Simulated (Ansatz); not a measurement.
Molecule: C3H10NSi, net charge 0, doublet state. It need not be the lowest isomer of its formula. SMILES: C[Si](C)(C)[NH]
Structure (B3LYP-D3(BJ)/def2-TZVP (Ansatz, a first-principles code) minimum search):
```xyz
15

Si     0.0021    -0.0137     0.0588
C      1.7430     0.2780    -0.5891
C     -0.9789    -1.0559    -1.1629
C     -0.8584     1.6174     0.3623
N      0.0352    -0.8912     1.5870
H      1.7131     0.8622    -1.5125
H      2.2516    -0.6640    -0.8048
H      2.3469     0.8307     0.1335
H     -1.0843    -0.5170    -2.1082
H     -1.9796    -1.2704    -0.7842
H     -0.4817    -2.0055    -1.3697
H     -1.8643     1.4561     0.7551
H     -0.9428     2.1985    -0.5591
H     -0.3098     2.2190     1.0900
H      0.6405    -1.7160     1.5663
```
Charge 0, spin multiplicity 2.

Computed values are from Ansatz. Valence correlation only, unless marked. UHF or UKS for open shells. Spin-orbit coupling is left out. Non-relativistic. Basis-set limits of correlation are two-point, X^-3; Hartree-Fock from the larger set. [CCSD(T)-MP2]/basis is that difference in the basis named.

Task: What is the total energy at RI-MP2/CBS(cc-pV(T+d)Z,cc-pV(Q+d)Z)+[CCSD(T)-MP2]/cc-pV(D+d)Z?

Result: -463.9424 Eh.

Task: What is the atomisation energy De at RI-MP2/CBS(cc-pV(T+d)Z,cc-pV(Q+d)Z)+[CCSD(T)-MP2]/cc-pV(D+d)Z?

Result: 5507.6 kJ/mol.

Task: What is the dipole moment at wB97M-V/def2-TZVPD?

Result: 1.72 D.

Task: What is the T1 diagnostic at CCSD/cc-pV(D+d)Z?

Result: 0.011.
